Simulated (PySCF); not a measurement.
AlB2H3N, CH2B2F, CH3BClSi, CH4B2Cl (calculated)

Calculation on a computer-drawn molecule: the log of a Hartree-Fock and frozen-core CCSD(T) single point meant for a local Hartree-Fock minimum, with one planted fault or none, to be diagnosed. Offsets are logged minus clean, where the clean run is the same molecule without the fault. The reference is restricted for singlets and unrestricted otherwise, and also for a bond in bohr or an excited solution. Adding or removing an electron swaps singlet and doublet. The excited solution moves the top pair (singlet) or top alpha electron (doublet) to the lowest empty orbital. Highest occupied and lowest empty are orbital energies over both spins, largest force is the largest gradient component, triples share is (T) over the correlation energy, the T1 limit is 0.02 restricted and 0.045 unrestricted, electrons count all cores, a negative frequency is imaginary (commonest isotopes), and the dipole is about the centre of nuclear charge. Program: PySCF 2.14.0.

Common to all runs: meant charge 1; meant multiplicity 1; logged SCF converged yes; possible faults no fault, one electron removed, one electron added, multiplicity raised by two, geometry at a saddle point, SCF held on an excited solution, minimal basis STO-3G, one bond length entered in bohr, all coordinates scaled.

```yaml
- entry: 1
  formula: AlB2H3N
  logged_structure:
    atoms_angstrom:
      - [B, -1.7935, 2.3811, -0.1712]
      - [B, -1.7063, 0.8736, 0.4763]
      - ["N", -1.6409, -0.2539, 0.9609]
      - [Al, -1.5416, -1.9643, 1.6959]
      - [H, -1.8559, 3.4596, -0.6346]
      - [H, -1.4508, -1.9785, 3.2507]
      - [H, -1.5653, -3.1075, 0.6384]
  given:
    meant_basis: "cc-pV(D+d)Z"
    logged_electrons: 32
    logged_basis_functions: 80
    logged_spin_squared: 0.0
    "logged_highest_occupied [eV]": -15.213
    "logged_lowest_empty [eV]": -6.2503
    "logged_largest_force [hartree/bohr]": 3.7606e-05
    "logged_lowest_frequency [cm^-1]": 109.74
    logged_T1_diagnostic: 0.028943
    logged_D1_diagnostic: 0.080107
    logged_triples_share: 0.042385
    logged_CC_converged: "yes"
    "logged_dipole_magnitude [debye]": 10.39
    logged_SCF_stable_within_its_kind: "yes"
    "logged_energy_HF [hartree]": -347.18208
    "logged_energy_CCSD(T) [hartree]": -347.58971
    drawn_bonds_atom: [1, 2, 3, 1, 4, 4]
    drawn_bonds_other_atom: [2, 3, 4, 5, 6, 7]
    drawn_bonds_order: [1, 2, 1, 1, 1, 1]
  results:
    planted_fault: "no fault"
    "HF_energy_offset_from_clean_run [kcal/mol]": 0.0
    "CCSD(T)_energy_offset_from_clean_run [kcal/mol]": 0.0
  notes: ["T1 above single-reference limit"]
- entry: 2
  formula: CH2B2F
  logged_structure:
    atoms_angstrom:
      - [B, 0.124, -1.1402, -0.6107]
      - [C, 0.3292, 0.255, -0.7302]
      - [B, -0.7046, 1.2381, -0.759]
      - [F, -1.5953, 2.1001, -0.7851]
      - [H, -0.0368, -2.2969, -0.512]
      - [H, 1.3575, 0.6184, -0.8071]
  given:
    meant_basis: cc-pVDZ
    logged_electrons: 25
    logged_basis_functions: 66
    logged_spin_squared: 0.755
    "logged_highest_occupied [eV]": -27.128
    "logged_lowest_empty [eV]": -14.392
    "logged_largest_force [hartree/bohr]": 0.090339
    logged_T1_diagnostic: 0.018637
    logged_D1_diagnostic: 0.05942
    logged_triples_share: 0.025844
    logged_CC_converged: "yes"
    "logged_dipole_magnitude [debye]": 7.6288
    logged_SCF_stable_within_its_kind: "yes"
    "logged_energy_HF [hartree]": -187.00895
    "logged_energy_CCSD(T) [hartree]": -187.44312
    drawn_bonds_atom: [1, 2, 3, 1, 2]
    drawn_bonds_other_atom: [2, 3, 4, 5, 6]
    drawn_bonds_order: [1, 2, 1, 1, 1]
  results:
    planted_fault: "one electron removed"
    "HF_energy_offset_from_clean_run [kcal/mol]": 355.3
    "CCSD(T)_energy_offset_from_clean_run [kcal/mol]": 383.4
- entry: 3
  formula: CH3BClSi
  logged_structure:
    atoms_angstrom:
      - [B, -0.6845, 0.1128, -1.7574]
      - [C, -0.1362, -0.7812, -0.8121]
      - [Si, 0.7771, -2.1925, -1.2606]
      - [Cl, 1.5297, -3.4216, 0.0888]
      - [H, -1.1318, 0.8435, -2.558]
      - [H, -0.2968, -0.5708, 0.2458]
      - [H, 1.0405, -2.5513, -2.6478]
  given:
    meant_basis: "cc-pV(D+d)Z"
    logged_electrons: 45
    logged_basis_functions: 89
    logged_spin_squared: 0.8898
    "logged_highest_occupied [eV]": -6.0537
    "logged_lowest_empty [eV]": 1.5806
    "logged_largest_force [hartree/bohr]": 0.031227
    logged_T1_diagnostic: 0.02502
    logged_D1_diagnostic: 0.10516
    logged_triples_share: 0.032339
    logged_CC_converged: "yes"
    "logged_dipole_magnitude [debye]": 2.0195
    logged_SCF_stable_within_its_kind: "yes"
    "logged_energy_HF [hartree]": -812.67338
    "logged_energy_CCSD(T) [hartree]": -813.15821
    drawn_bonds_atom: [1, 2, 3, 1, 2, 3]
    drawn_bonds_other_atom: [2, 3, 4, 5, 6, 7]
    drawn_bonds_order: [1, 2, 1, 1, 1, 1]
  results:
    planted_fault: "one electron added"
    "HF_energy_offset_from_clean_run [kcal/mol]": -120.3
    "CCSD(T)_energy_offset_from_clean_run [kcal/mol]": -129.1
- entry: 4
  formula: CH4B2Cl
  logged_structure:
    atoms_angstrom:
      - [B, -0.5569, 0.6592, 2.1113]
      - [C, -0.9667, 0.7292, 0.6966]
      - [B, 0.0586, 1.6, -0.2131]
      - [Cl, 0.9363, 2.8949, 0.5493]
      - [H, -0.2106, 0.5993, 3.2319]
      - [H, -1.9202, 1.2904, 0.6691]
      - [H, -1.1614, -0.272, 0.2922]
      - [H, 0.1725, 1.365, -1.3668]
  given:
    meant_basis: "cc-pV(D+d)Z"
    logged_electrons: 36
    logged_basis_functions: 85
    logged_spin_squared: 0.0
    "logged_highest_occupied [eV]": -10.067
    "logged_lowest_empty [eV]": -12.299
    "logged_largest_force [hartree/bohr]": 0.14404
    logged_CC_converged: "no"
    "logged_dipole_magnitude [debye]": 4.4077
    logged_SCF_stable_within_its_kind: "no"
    "logged_energy_HF [hartree]": -548.19855
    drawn_bonds_atom: [1, 2, 3, 1, 2, 2, 3]
    drawn_bonds_other_atom: [2, 3, 4, 5, 6, 7, 8]
    drawn_bonds_order: [1, 1, 1, 1, 1, 1, 1]
  results:
    planted_fault: "SCF held on an excited solution"
    "HF_energy_offset_from_clean_run [kcal/mol]": 381.9
  notes: ["CCSD not converged"]
```
